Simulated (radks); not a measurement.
The numbers below are computed, except where a source is named.
N2+, 5 electrons, occupied as [He] 2s2 2p1. Code: a radial shooting solver on a logarithmic mesh with Libxc functionals. Model: Dirac Kohn-Sham, PBE, spin-unpolarised, spherical densities, finite nucleus; open shells are shared between the two j in proportion to 2j + 1; Fermi nuclear charge, rms radius 2.5582 fm.

Normalised radial functions P(r) = r R(r) (large component), r in bohr:

r	2s1/2	2p3/2
0.01073	0.0911	0.0014
0.01454	0.1201	0.0026
0.0197	0.1568	0.0047
0.0267	0.2020	0.0084
0.03618	0.2553	0.0149
0.04904	0.3144	0.0261
0.06646	0.3731	0.0452
0.08936	0.4188	0.0758
0.1211	0.4354	0.1257
0.1641	0.3956	0.2018
0.2224	0.2716	0.3108
0.3015	0.0452	0.4542
0.4086	-0.2713	0.6212
0.5537	-0.6177	0.7824
0.7444	-0.8831	0.8893
1.009	-0.9622	0.8850
1.367	-0.7996	0.7342
1.853	-0.4913	0.4832
2.511	-0.2103	0.2371
3.404	-0.0561	0.0780

2s1/2: eigenvalue -49.159 eV, 1 radial node at r = 0.316 bohr, <r> = 1.17 bohr, 90 % of the charge inside 1.83 bohr. 2p3/2: eigenvalue -37.501 eV, 0 radial nodes, <r> = 1.14 bohr, 90 % of the charge inside 1.88 bohr.
